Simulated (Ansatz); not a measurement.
A short molecular-dynamics run on `[SiH3]B[CH2][GaH2]`.

```yaml
crystal:
  periodic: [false, false, false]
  atoms:
    - {symbol: Si, position_ang: [-1.191023, 1.474123, -0.075277]}
    - {symbol: B, position_ang: [-0.303124, -0.043241, 0.916082]}
    - {symbol: C, position_ang: [1.157780, -0.343568, 0.736398]}
    - {symbol: Ga, position_ang: [0.735335, -1.506332, -0.883378]}
    - {symbol: H, position_ang: [-2.557717, 1.152871, -0.573825]}
    - {symbol: H, position_ang: [-1.311026, 2.664028, 0.818532]}
    - {symbol: H, position_ang: [-0.379532, 1.903276, -1.258063]}
    - {symbol: H, position_ang: [-0.976307, -0.776072, 1.591402]}
    - {symbol: H, position_ang: [1.835752, 0.394305, 0.299140]}
    - {symbol: H, position_ang: [1.688588, -1.017282, 1.413100]}
    - {symbol: H, position_ang: [2.001896, -2.162637, -1.525321]}
    - {symbol: H, position_ang: [-0.700623, -1.739460, -1.458790]}
basis:
  gaussian: {orbitals: "6-31G*"}
hamiltonian: {xc: {name: PBE}, dispersion: d4}
md: {timestep: 0.5 fs, n_steps: 30, ensemble: nvt_langevin, temperature: 500, initial_velocities: maxwell_boltzmann, friction: 0.01, seed: 251}
```

```sh
$ ansatz run in.yaml --threads 4 --pin off --events-out ev --progress --plain --max-ram 10444MiB
```

```csv
step,time (fs),potential energy (eV),kinetic (eV),T (K),conserved (eV)
0,0.0,-62075.3504,0.7109,458,–
1,0.5,-62075.3454,0.7113,459,–
2,1.0,-62075.3216,0.6924,446,–
3,1.5,-62075.2814,0.6278,405,–
4,2.0,-62075.2296,0.6008,387,–
5,2.5,-62075.1718,0.5693,367,–
6,3.0,-62075.1119,0.5459,352,–
7,3.5,-62075.0556,0.4285,276,–
8,4.0,-62075.0095,0.3606,232,–
9,4.5,-62074.9764,0.3291,212,–
10,5.0,-62074.9544,0.3162,204,–
11,5.5,-62074.9457,0.3250,210,–
12,6.0,-62074.9510,0.3488,225,–
13,6.5,-62074.9635,0.3826,247,–
14,7.0,-62074.9796,0.4085,263,–
15,7.5,-62074.9967,0.4333,279,–
16,8.0,-62075.0083,0.4290,277,–
17,8.5,-62075.0090,0.4234,273,–
18,9.0,-62074.9968,0.3976,256,–
19,9.5,-62074.9729,0.3876,250,–
20,10.0,-62074.9362,0.3999,258,–
21,10.5,-62074.8877,0.3569,230,–
22,11.0,-62074.8341,0.2919,188,–
23,11.5,-62074.7803,0.2480,160,–
24,12.0,-62074.7288,0.2274,147,–
25,12.5,-62074.6900,0.2216,143,–
26,13.0,-62074.6756,0.2285,147,–
27,13.5,-62074.6886,0.2499,161,–
28,14.0,-62074.7266,0.3002,194,–
29,14.5,-62074.7867,0.3744,241,–
30,15.0,-62074.8563,0.4390,283,–
```

Velocities are drawn at the set temperature; a run this short doesn't reach equilibrium.

Frames (Å, forces in eV/Å):

```xyz
12
time=0.0 fs
Si   -1.191    1.474   -0.075    0.098   -0.204    0.059
B    -0.303   -0.043    0.916   -0.266    0.119    0.005
C     1.158   -0.344    0.736    0.070   -0.025   -0.014
Ga    0.735   -1.506   -0.883   -0.099    0.047    0.029
H    -2.558    1.153   -0.574   -0.238   -0.018   -0.089
H    -1.311    2.664    0.819   -0.034    0.213    0.127
H    -0.380    1.903   -1.258    0.113    0.109   -0.191
H    -0.976   -0.776    1.591   -0.123   -0.137    0.130
H     1.836    0.394    0.299    0.253    0.243   -0.141
H     1.689   -1.017    1.413    0.201   -0.230    0.231
H     2.002   -2.163   -1.525    0.165   -0.075   -0.074
H    -0.701   -1.739   -1.459   -0.140   -0.042   -0.073
12
time=1.0 fs
Si   -1.190    1.479   -0.076    0.183    0.032    0.065
B    -0.307   -0.046    0.921   -0.383    0.077    0.057
C     1.152   -0.340    0.736    0.024   -0.545    0.187
Ga    0.737   -1.508   -0.884   -0.781    0.164    0.033
H    -2.566    1.111   -0.545   -0.077    0.121   -0.075
H    -1.306    2.667    0.871   -0.014   -0.127   -0.257
H    -0.369    1.909   -1.294   -0.204   -0.008    0.261
H    -0.977   -0.783    1.608   -0.057   -0.007    0.013
H     1.810    0.392    0.290    0.552    0.533   -0.288
H     1.700   -1.032    1.392    0.083   -0.033    0.139
H     1.965   -2.173   -1.526    0.521   -0.237   -0.217
H    -0.717   -1.748   -1.484    0.154    0.030    0.083
12
time=2.0 fs
Si   -1.189    1.484   -0.075    0.216    0.171    0.125
B    -0.309   -0.050    0.925   -0.501    0.063    0.103
C     1.146   -0.338    0.736    0.105   -0.946    0.297
Ga    0.739   -1.510   -0.885   -1.351    0.273    0.031
H    -2.573    1.069   -0.516    0.074    0.262   -0.065
H    -1.297    2.667    0.924   -0.010   -0.395   -0.601
H    -0.362    1.915   -1.326   -0.443   -0.091    0.613
H    -0.976   -0.788    1.624   -0.021    0.086   -0.078
H     1.788    0.393    0.281    0.745    0.714   -0.384
H     1.713   -1.046    1.370   -0.032    0.151    0.077
H     1.933   -2.182   -1.531    0.823   -0.382   -0.340
H    -0.732   -1.759   -1.510    0.394    0.095    0.222
12
time=3.0 fs
Si   -1.188    1.488   -0.075    0.204    0.212    0.244
B    -0.312   -0.053    0.929   -0.573    0.097    0.118
C     1.141   -0.335    0.736    0.368   -1.148    0.281
Ga    0.740   -1.511   -0.886   -1.790    0.358    0.017
H    -2.578    1.029   -0.487    0.204    0.398   -0.067
H    -1.288    2.663    0.973   -0.017   -0.582   -0.884
H    -0.359    1.924   -1.349   -0.603   -0.146    0.850
H    -0.976   -0.788    1.638   -0.007    0.131   -0.135
H     1.774    0.398    0.270    0.743    0.705   -0.375
H     1.730   -1.058    1.346   -0.161    0.316    0.039
H     1.904   -2.197   -1.538    1.051   -0.496   -0.431
H    -0.744   -1.770   -1.534    0.580    0.154    0.342
12
time=4.0 fs
Si   -1.186    1.493   -0.075    0.220    0.194    0.390
B    -0.316   -0.057    0.934   -0.504    0.175    0.087
C     1.137   -0.334    0.735    0.605   -1.156    0.169
Ga    0.741   -1.513   -0.886   -2.030    0.398   -0.024
H    -2.577    0.997   -0.458    0.237    0.495   -0.097
H    -1.279    2.658    1.013   -0.029   -0.686   -1.081
H    -0.361    1.933   -1.367   -0.690   -0.184    0.999
H    -0.977   -0.785    1.654   -0.018    0.135   -0.165
H     1.767    0.405    0.261    0.601    0.548   -0.279
H     1.743   -1.068    1.323   -0.247    0.434    0.039
H     1.884   -2.212   -1.546    1.169   -0.553   -0.468
H    -0.749   -1.782   -1.558    0.686    0.201    0.430
12
time=5.0 fs
Si   -1.185    1.497   -0.075    0.185    0.099    0.555
B    -0.322   -0.060    0.939   -0.330    0.266    0.022
C     1.135   -0.333    0.735    0.727   -0.889   -0.128
Ga    0.742   -1.515   -0.887   -2.044    0.378   -0.115
H    -2.573    0.970   -0.432    0.238    0.568   -0.133
H    -1.270    2.649    1.041   -0.045   -0.710   -1.189
H    -0.371    1.941   -1.375   -0.698   -0.191    1.034
H    -0.977   -0.782    1.668   -0.050    0.110   -0.167
H     1.766    0.416    0.250    0.353    0.265   -0.102
H     1.749   -1.073    1.301   -0.195    0.401    0.158
H     1.878   -2.226   -1.555    1.139   -0.527   -0.423
H    -0.745   -1.790   -1.582    0.718    0.228    0.487
12
time=6.0 fs
Si   -1.183    1.502   -0.075    0.095   -0.095    0.740
B    -0.328   -0.063    0.943   -0.140    0.330   -0.041
C     1.133   -0.331    0.736    0.829   -0.483   -0.499
Ga    0.742   -1.517   -0.887   -1.786    0.258   -0.288
H    -2.569    0.948   -0.404    0.222    0.626   -0.170
H    -1.258    2.632    1.059   -0.068   -0.640   -1.200
H    -0.388    1.946   -1.371   -0.627   -0.158    0.945
H    -0.980   -0.780    1.678   -0.063    0.093   -0.171
H     1.769    0.429    0.240    0.043   -0.076    0.109
H     1.757   -1.072    1.278   -0.094    0.287    0.330
H     1.886   -2.243   -1.568    0.909   -0.375   -0.260
H    -0.733   -1.796   -1.602    0.681    0.234    0.505
12
time=7.0 fs
Si   -1.181    1.507   -0.073   -0.060   -0.396    0.931
B    -0.334   -0.066    0.946    0.050    0.350   -0.071
C     1.132   -0.330    0.737    0.936   -0.193   -0.753
Ga    0.743   -1.518   -0.887   -1.287    0.067   -0.494
H    -2.565    0.934   -0.376    0.198    0.661   -0.212
H    -1.249    2.608    1.065   -0.087   -0.469   -1.094
H    -0.411    1.949   -1.356   -0.482   -0.087    0.729
H    -0.984   -0.781    1.685   -0.067    0.092   -0.186
H     1.770    0.443    0.231   -0.199   -0.344    0.266
H     1.771   -1.070    1.256   -0.083    0.240    0.434
H     1.906   -2.264   -1.585    0.548   -0.137   -0.017
H    -0.708   -1.797   -1.618    0.533    0.216    0.467
12
time=8.0 fs
Si   -1.179    1.511   -0.071   -0.200   -0.777    1.096
B    -0.340   -0.069    0.947    0.246    0.332   -0.081
C     1.133   -0.330    0.737    0.915   -0.140   -0.834
Ga    0.744   -1.519   -0.887   -0.680   -0.150   -0.667
H    -2.557    0.927   -0.353    0.105    0.657   -0.250
H    -1.236    2.582    1.056   -0.121   -0.202   -0.850
H    -0.440    1.954   -1.334   -0.261    0.017    0.384
H    -0.989   -0.783    1.689   -0.057    0.102   -0.208
H     1.764    0.450    0.225   -0.269   -0.423    0.317
H     1.788   -1.069    1.240   -0.142    0.268    0.464
H     1.932   -2.292   -1.605    0.155    0.129    0.245
H    -0.675   -1.800   -1.630    0.308    0.186    0.383
12
time=9.0 fs
Si   -1.178    1.516   -0.069   -0.351   -1.245    1.245
B    -0.344   -0.072    0.949    0.380    0.321   -0.078
C     1.134   -0.329    0.737    0.885   -0.194   -0.837
Ga    0.744   -1.520   -0.887   -0.060   -0.344   -0.772
H    -2.549    0.926   -0.335   -0.012    0.629   -0.285
H    -1.225    2.557    1.040   -0.151    0.141   -0.501
H    -0.465    1.957   -1.307    0.007    0.158   -0.064
H    -0.997   -0.783    1.693   -0.027    0.116   -0.234
H     1.759    0.452    0.218   -0.278   -0.412    0.323
H     1.805   -1.065    1.230   -0.226    0.310    0.460
H     1.963   -2.320   -1.626   -0.206    0.378    0.482
H    -0.641   -1.802   -1.638    0.038    0.143    0.261
12
time=10.0 fs
Si   -1.176    1.521   -0.066   -0.522   -1.778    1.368
B    -0.349   -0.074    0.949    0.570    0.312   -0.094
C     1.136   -0.329    0.736    0.705   -0.356   -0.745
Ga    0.744   -1.521   -0.888    0.518   -0.450   -0.760
H    -2.541    0.929   -0.316   -0.140    0.584   -0.331
H    -1.219    2.535    1.019   -0.170    0.549   -0.061
H    -0.485    1.960   -1.277    0.297    0.322   -0.581
H    -1.005   -0.782    1.694   -0.007    0.113   -0.239
H     1.751    0.448    0.213   -0.191   -0.270    0.252
H     1.821   -1.059    1.224   -0.309    0.339    0.445
H     1.991   -2.343   -1.642   -0.460    0.551    0.647
H    -0.603   -1.800   -1.645   -0.290    0.083    0.098
12
time=11.0 fs
Si   -1.174    1.526   -0.064   -0.644   -2.357    1.400
B    -0.354   -0.075    0.950    0.794    0.334   -0.152
C     1.138   -0.329    0.735    0.408   -0.504   -0.634
Ga    0.745   -1.523   -0.889    0.991   -0.505   -0.692
H    -2.530    0.939   -0.304   -0.313    0.514   -0.374
H    -1.213    2.516    0.995   -0.191    1.025    0.468
H    -0.502    1.967   -1.250    0.591    0.491   -1.104
H    -1.011   -0.780    1.690   -0.030    0.072   -0.194
H     1.743    0.440    0.207   -0.051   -0.035    0.122
H     1.835   -1.047    1.221   -0.332    0.277    0.472
H     2.017   -2.360   -1.651   -0.636    0.664    0.753
H    -0.571   -1.795   -1.654   -0.588    0.024   -0.064
12
time=12.0 fs
Si   -1.173    1.531   -0.061   -0.647   -2.856    1.243
B    -0.358   -0.076    0.949    1.004    0.383   -0.225
C     1.140   -0.329    0.732    0.124   -0.690   -0.473
Ga    0.746   -1.524   -0.890    1.289   -0.544   -0.612
H    -2.522    0.953   -0.293   -0.499    0.430   -0.417
H    -1.211    2.501    0.975   -0.201    1.495    0.987
H    -0.515    1.975   -1.234    0.774    0.597   -1.431
H    -1.017   -0.776    1.687   -0.065    0.016   -0.136
H     1.736    0.429    0.201    0.103    0.226   -0.030
H     1.847   -1.035    1.221   -0.365    0.227    0.476
H     2.034   -2.376   -1.649   -0.732    0.727    0.799
H    -0.548   -1.792   -1.664   -0.785   -0.011   -0.181
12
time=13.0 fs
Si   -1.171    1.535   -0.057   -0.544   -3.098    0.898
B    -0.361   -0.077    0.948    1.152    0.417   -0.275
C     1.142   -0.331    0.728   -0.116   -0.758   -0.355
Ga    0.747   -1.526   -0.891    1.487   -0.581   -0.536
H    -2.521    0.972   -0.284   -0.608    0.367   -0.442
H    -1.212    2.496    0.962   -0.195    1.808    1.340
H    -0.524    1.989   -1.234    0.768    0.580   -1.422
H    -1.024   -0.771    1.683   -0.067   -0.014   -0.104
H     1.733    0.419    0.194    0.187    0.423   -0.145
H     1.857   -1.020    1.222   -0.360    0.126    0.502
H     2.048   -2.390   -1.635   -0.790    0.759    0.807
H    -0.530   -1.787   -1.677   -0.915   -0.031   -0.268
12
time=14.0 fs
Si   -1.171    1.538   -0.053   -0.354   -2.844    0.608
B    -0.363   -0.079    0.946    1.315    0.473   -0.348
C     1.144   -0.333    0.725   -0.407   -0.689   -0.314
Ga    0.748   -1.527   -0.891    1.561   -0.602   -0.463
H    -2.526    0.997   -0.280   -0.639    0.325   -0.446
H    -1.218    2.510    0.960   -0.167    1.721    1.275
H    -0.528    2.009   -1.247    0.589    0.439   -1.078
H    -1.032   -0.768    1.675   -0.087   -0.063   -0.043
H     1.731    0.409    0.183    0.230    0.561   -0.216
H     1.864   -1.002    1.226   -0.281   -0.038    0.563
H     2.055   -2.398   -1.613   -0.789    0.749    0.776
H    -0.515   -1.778   -1.693   -0.971   -0.032   -0.315
12
time=15.0 fs
Si   -1.170    1.540   -0.050   -0.186   -2.124    0.527
B    -0.364   -0.079    0.944    1.420    0.526   -0.407
C     1.147   -0.334    0.722   -0.673   -0.540   -0.331
Ga    0.749   -1.529   -0.892    1.508   -0.598   -0.373
H    -2.538    1.025   -0.281   -0.574    0.312   -0.429
H    -1.228    2.542    0.975   -0.110    1.211    0.785
H    -0.525    2.032   -1.270    0.319    0.223   -0.544
H    -1.040   -0.763    1.667   -0.088   -0.098    0.004
H     1.731    0.400    0.168    0.229    0.602   -0.212
H     1.865   -0.983    1.238   -0.164   -0.191    0.607
H     2.051   -2.400   -1.579   -0.711    0.692    0.700
H    -0.503   -1.770   -1.712   -0.970   -0.013   -0.326
```

Run time 19 s (4 threads of an Intel Xeon 6975P-C on a shared host); peak host memory 0.18 GiB.
